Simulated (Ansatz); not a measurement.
Geometry optimisation, RHF/def2-SVP (Ansatz 0.2.0).

The input (input.yaml):

```yaml
crystal:
  periodic: [false, false, false]
  atoms:
    - { symbol: Ta, position_ang: [-0.457114, -0.382253, -0.22917] }
    - { symbol: F, position_ang: [2.611348, 0.217683, -0.190495] }
    - { symbol: F, position_ang: [0.25308, -0.721204, 1.491075] }
    - { symbol: "N", position_ang: [-0.22936, -0.216564, -2.170936] }
    - { symbol: H, position_ang: [0.398689, -0.707088, -2.779505] }
    - { symbol: H, position_ang: [-0.692359, 0.517506, -2.685847] }
    - { symbol: Cl, position_ang: [-0.604027, 1.926774, 0.076514] }
    - { symbol: Cl, position_ang: [-2.499492, -1.438126, -0.050521] }
    - { symbol: H, position_ang: [0.875101, -1.512383, -0.59662] }
    - { symbol: H, position_ang: [2.494235, -0.685246, -0.172695] }
basis:
  gaussian: { orbitals: def2-SVP }
hamiltonian:
  xc: hf
relax:
  f_tol: 0.03
  max_steps: 50
output:
  orbitals: {}
```

Launched with:

```bash
$ ansatz run input.yaml --threads 2 --pin off --max-ram 3072MiB --backend cpu --events-out ev --progress --plain --runs-dir out
```

Task: Where does it end, and by what steps?

Result: It converged. After 19 steps the energy has fallen by 0.221 eV; H10 moved furthest, 0.90 Å. Joined: Ta1–F2 (3.13 → 2.57 Å).

```tsv
step	energy less start (eV)	largest force component (eV/Å)	accepted
0	0.0000	0.525	yes
1	0.0029	2.423	no
2	-0.0359	1.145	yes
3	-0.0541	1.382	yes
4	-0.0810	0.770	yes
5	-0.1080	0.365	yes
6	-0.1334	1.022	yes
7	-0.0821	1.934	no
8	-0.1560	0.371	yes
9	-0.1597	0.807	yes
10	-0.1799	0.410	yes
11	-0.1891	0.381	yes
12	-0.2007	0.282	yes
13	-0.0818	3.313	no
14	-0.2162	0.069	yes
15	-0.2137	0.762	no
16	-0.2198	0.058	yes
17	-0.2199	0.273	yes
18	-0.2186	0.197	no
19	-0.2212	0.023	yes
```

```xyz
10
Properties=species:S:1:pos:R:3
Ta -0.305 -0.462 -0.303
F 2.198 0.109 -0.315
F 0.558 -0.866 1.357
N -0.265 -0.209 -2.251
H 0.130 -0.826 -2.936
H -0.537 0.659 -2.684
Cl -0.324 1.889 0.035
Cl -2.392 -1.338 0.108
H 0.625 -1.836 -0.845
H 2.461 -0.122 0.526
```

Whether the end is a true minimum wasn't checked by a vibrational analysis.

The run took 100 s on 2 threads of Intel(R) Xeon(R) Platinum 8375C CPU @ 2.90GHz (Ice Lake) (shared host), peak memory 0.34 GiB.
